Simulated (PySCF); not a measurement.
C4H4O4S.
Structure used (PBE0-D3(BJ)/def2-SVP), in Å, numbered top down from 1:
```xyz
13
C4H4O4S angstrom
O      1.9755   -0.3839   -1.7393
S      1.6352    0.1976   -0.4625
O      2.0819    1.5152   -0.0484
O      2.1535   -0.8352    0.6773
C     -0.0940    0.1123   -0.2729
C     -0.9062    0.8164    0.6705
C     -2.1768    0.4101    0.4051
O     -2.1902   -0.4767   -0.6174
C     -0.9310   -0.6572   -1.0287
H      2.5715   -0.3010    1.3703
H     -0.5761    1.5323    1.4188
H     -3.1434    0.6616    0.8333
H     -0.7542   -1.3354   -1.8590
```

NICS is the negative of the GIAO shielding at a point without a nucleus: at the ring centre (0) and 1 Å above and below it (1); zz is the component along the ring normal. Level: GIAO KT3/pcSseg-1 (PySCF, non-relativistic, gas phase) on the PBE0-D3(BJ)/def2-SVP geometry, one conformer.

Ring bond lengths (Å): C5–C6 1.430, C6–C7 1.360, C7–O8 1.354, O8–C9 1.337, C9–C5 1.365.

Q: What do the NICS probes read (ppm)?

A: 
| ring | type | NICS(0) | NICS(1), two faces | NICS(1)zz, two faces | rms pucker (Å) | centre to ring atoms, mean (Å) |
| --- | --- | --- | --- | --- | --- | --- |
| C5–C6–C7–O8–C9 | 5-membered ring with O; formal bonds all aromatic | -13.3 | -10.3 / -10.0 | -25.5 / -24.8 | 0.00 | 1.16 |

Q: What do they say, and how far can they be read as aromaticity?

A: 
- C5–C6–C7–O8–C9: mean NICS(1)zz -25.1 ppm, shielded. The ring is flat and has no four-coordinate atom; by the NICS criterion it is aromatic.

Q: And the bond-length index? HOMA takes Krygowski's 1993 parameters.

A: 
- C5–C6–C7–O8–C9: HOMA 0.43; the largest term is that of C7–O8, α(R − Ropt)² = 1.24.

Q: At the first NICS(1) probe listed for ring C5–C6–C7–O8–C9, 1 Å off the ring, how large is the induced field along the normal in 9.4 T applied along it?

A: NICSzz × B0 = -25.5 ppm × 9.4 T = -240 μT, against the applied field.

Q: Give the inner angles of the rings.

A: 
- C5–C6–C7–O8–C9: C5 107.1°, C6 104.8°, C7 110.6°, O8 108.1°, C9 109.3°; sum 540.0° against 540° for a flat convex ring.

Q: How shielded are the nuclei of the rings and their hydrogens (means over atoms taken as equivalent)?

A: 
| atoms | environment | σ isotropic (ppm) | principal values of the symmetric part, first atom (ppm) |
| --- | --- | --- | --- |
| C5 | substituted aromatic carbon | 59.1 | 10.9, 54.1, 112.3 |
| C6 | aromatic CH carbon | 78.0 | 2.7, 75.1, 156.3 |
| C7 | aromatic CH next to a ring oxygen | 46.2 | -18.2, 52.7, 104.1 |
| O8 | furan-type oxygen | 34.2 | -104.9, -39.2, 246.7 |
| C9 | aromatic CH next to a ring oxygen | 45.1 | -16.6, 40.5, 111.3 |
| H11 | aromatic hydrogen | 24.75 | 22.4, 25.2, 26.7 |
| H12 | aromatic hydrogen | 24.01 | 21.0, 24.9, 26.1 |
| H13 | aromatic hydrogen | 23.63 | 20.5, 24.0, 26.4 |

Q: How do the values depend on the level or the medium?

A: 
```
             level  NICS(0), C5–C6–C7–O8–C9  mean NICS(1)zz, C5–C6–C7–O8–C9
 KT3/pcSseg-1, gas                    -13.3                           -25.1
PBE0/pcSseg-1, gas                    -13.0                           -25.6
```

The geometry is the same throughout.

Hardware: one thread of an Arm Neoverse V2, on a shared host. Cost: 31 s of wall time. This is the whole shielding run at KT3/pcSseg-1, SCF included.
